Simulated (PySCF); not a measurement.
Choosing a molecule for a target property.

Species are written as SMILES; each is one conformer at its optimised geometry, gas phase (atoms past krypton carry core potentials, spin–orbit coupling is left out). Electronic properties by PySCF.

Question: Wanted: lowest singlet excitation above 7 eV (TDDFT B3LYP/def2-SVPD) and HOMO–LUMO gap above 4.8 eV (B3LYP/def2-SVPD), at PBE0-D3(BJ)/def2-SVP geometries. Which candidate meets both?
A. GeH2Me(tBu) (`[CH3][GeH2][C](C)(C)C`)
B. GeH2Me(nBu) (`CCC[CH2][GeH2][CH3]`)
C. Y(NH2)3, `[NH2][Y]([NH2])[NH2]`
D. 1,2,4-tricyanobenzene (`N#CC1=CC(C#N)=C(C#N)C=C1`)

Answer: B. Computed values:
```
                                         species  lowest singlet excitation  HOMO–LUMO gap
                   Y(NH2)3, [NH2][Y]([NH2])[NH2]                    3.76 eV        4.68 eV
1,2,4-tricyanobenzene (N#CC1=CC(C#N)=C(C#N)C=C1)                    4.51 eV        4.98 eV
             GeH2Me(tBu) ([CH3][GeH2][C](C)(C)C)                    6.68 eV        7.50 eV
               GeH2Me(nBu) (CCC[CH2][GeH2][CH3])                    7.16 eV        8.04 eV
```
